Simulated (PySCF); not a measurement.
Structure problem from calculated spectra and properties.

Formula: C2H8Si2.

- Triplet: lowest triplet excitation (Tamm–Dancoff): 6.28 eV [TDA CAM-B3LYP/def2-SVPD]
- UV, strongest line: among the 10 lowest singlet transitions: S6 at 7.82 eV (159 nm, f = 0.193) [TDDFT CAM-B3LYP/def2-SVPD]
- Dipole: 0.00 D by symmetry (numerical residue 0.01 D) [CAM-B3LYP/def2-SVPD]
- Polarisability: 75.8 au [CAM-B3LYP/def2-SVPD]
- XPS: Si2p3/2 106.5 (×2), C1s 289.5 (×2), Si1s 1846.3 (×2) eV [ΔSCF SCAN, pcX-2 on the ionised atom, pcseg-1 elsewhere, spin-free X2C, 2p3/2 from a spin–orbit splitting computed afterwards within the 2p shell]
- Rotational structure: rotational constants A, B, C: 7.140, 3.994, 2.824 GHz [PBE0-D3(BJ)/def2-SVP]
- UV, first state: lowest singlet excitation: 6.51 eV (191 nm, f = 0.000) [TDDFT CAM-B3LYP/def2-SVPD]

Gas-phase values; electronic properties from PySCF, density fitting. Levels stand in brackets. Isolated species at its PBE0-D3(BJ)/def2-SVP geometry, gas phase.

Question: What is the compound? Reason from the data.

Answer: Numbering: `[CH2:1]1[SiH2:2][CH2:3][SiH2:4]1`. Its formula, C2H8Si2, gives 1 degree of unsaturation: 1 ring and 0 π bonds in the structure found. The core levels belong to: Si2p3/2 106.5 eV, SiH2 silicon [Si2/Si4]; C1s 289.5 eV, sp3 carbon bound to silicon [C1/C3]; Si1s 1846.3 eV, SiH2 silicon [Si2/Si4]. The vanishing dipole is forced by symmetry. The optimised geometry has point group D2h and is an asymmetric top. Structure: `C1[SiH2]C[SiH2]1`. Computed isomers that give other values at the same levels: `C=C[SiH2][SiH3]` (rotational constant A: 6.499 GHz; this holds for the one conformer computed); `[SiH3]/C=C\[SiH3]` (rotational constant A: 8.613 GHz; this holds for the one conformer computed). The assignments are read from this structure; whether some other isomer fits the data as well wasn't checked.
